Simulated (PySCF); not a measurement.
## Spin states of SnN

Unrestricted PBE0; Sn cc-pVTZ-PP with ECP28, N cc-pVTZ; scalar-relativistic core potentials (PySCF 2.14). Outer shells of the fragments: Sn 4d10 5s2 5p2; N 2s2 2p3.

Followed along the bond (rough minima from three points):

```json
{"2Ms+1": "2", "unpaired": "π ↑", "⟨S²⟩ at the start": "0.95", "R at minimum (Å)": "1.97", "Te (eV)": "0.00"}
{"2Ms+1": "2", "unpaired": "σ ↑", "⟨S²⟩ at the start": "1.15", "R at minimum (Å)": "1.88", "Te (eV)": "0.08"}
{"2Ms+1": "4", "unpaired": "σ ↑, π ↑↑", "⟨S²⟩ at the start": "3.78", "R at minimum (Å)": "2.08", "Te (eV)": "1.55"}
{"2Ms+1": "4", "unpaired": "π ↑↑↑", "⟨S²⟩ at the start": "3.76", "R at minimum (Å)": "none in the scan", "Te (eV)": "≤ 1.12"}
{"2Ms+1": "6", "unpaired": "σ ↑, π ↑↑↑↑", "⟨S²⟩ at the start": "8.76", "R at minimum (Å)": "none in the scan", "Te (eV)": "≤ 2.97"}
```

Solutions found at the starting distance of 2.005 Å, counted from the lowest of them; the search is not exhaustive and high or unbound solutions are not listed, so other states can lie among these:

```tsv
2Ms+1	unpaired	term	E (eV)	⟨S²⟩	⟨Lz²⟩	μ (D)
2	π ↑	²Π	0.00	0.95	1.00	-3.31
2	σ ↑	mixed	0.27	1.15	0.00	-3.53
4	π ↑↑↑	⁴Π	1.38	3.76	1.01	-1.16
4	σ ↑, π ↑↑	mixed	1.58	3.78	2.01	-2.00
2	π ↑↑↓	mixed	1.93	1.76	3.02	-1.14
4	σ ↑, π ↑↑	mixed	1.96	3.76	2.01	-2.13
2	σ ↓, π ↑↑	mixed	2.16	1.77	2.01	-2.11
2	σ ↑, π ↑↓	mixed	2.25	1.76	2.03	-2.26
2	σ ↓, π ↑↑	mixed	2.57	1.77	2.01	-2.28
6	σ ↑, π ↑↑↑↑	⁶Σ⁺	3.50	8.76	0.00	0.64
4	σ ↑, π ↑↑	⁴Σ⁻	4.37	3.76	0.00	-1.02
4	σ ↑↑, π ↑	⁴Π	4.48	3.79	1.02	-1.03
2	σ ↓, π ↑↑	mixed	4.77	1.76	0.00	-0.94
6	σ ↑↑, π ↑↑↑	⁶Π	6.07	8.76	1.00	1.21
```

A term symbol is given only where ⟨S²⟩ and ⟨Lz²⟩ are close to those of a pure state; real π, δ and φ orbitals otherwise mix terms. A positive dipole means Sn(−)N(+).

Question: Compare the gap between the two lowest followed solutions at the starting distance with the gap between their minima.

Answer: At PBE0 the second solution (Ms = 0.5 of mixed spin, unpaired electrons σ ↑) lies +0.27 eV from the first (doublet, unpaired electrons π ↑) at 2.005 Å and +0.08 eV at the minima; the two curves relax by different amounts, since their minima lie near 1.88 and 1.97 Å.

Spin–orbit coupling is left out.
